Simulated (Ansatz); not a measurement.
Molecule: C$_{2}$H$_{9}$OSi$_{2}$ (charge -1, singlet). It need not be the lowest isomer of its formula. Whether it binds its extra electron was not tested at this geometry. 
Geometry from a B3LYP-D3(BJ)/def2-TZVP (Ansatz, a program for electronic structure) optimisation:
```
Si
O 1 1.5615
C 1 1.9136 2 116.69
H 3 1.0932 1 110.63 2 56.23
H 3 1.0952 4 108.29 1 -123.52
H 3 1.0958 4 107.62 5 -116.73
C 1 1.9136 2 116.69 3 -123.14
H 7 1.0932 1 110.63 2 -56.23
H 7 1.0952 8 108.29 1 123.52
H 7 1.0958 8 107.62 9 116.73
Si 1 2.4091 2 112.48 7 -118.43
H 11 1.5008 1 114.21 2 -59.61
H 11 1.5008 12 103.77 1 -124.96
H 11 1.5080 12 102.96 13 -107.06
```
Charge -1, spin multiplicity 1.

Basis-set convergence of Hartree-Fock and CCSD(T) correlation energies (hartree) with Ansatz. Cores are frozen in the correlated levels unless marked. Spin-orbit coupling is left out. No relativistic terms. This anion needs diffuse functions, which these sets lack.

```csv
basis,functions,E(HF),"E(corr, CCSD(T))"
cc-pV(D+d)Z,133,-733.76750,-0.78556
cc-pV(T+d)Z,294,-733.85463,-0.96259
cc-pV(Q+d)Z,563,___,___
```

### Question
Fill in the missing entries.

### Answer

- cc-pV(Q+d)Z, E(HF): -733.87492
- cc-pV(Q+d)Z, E(corr, CCSD(T)): -1.01917
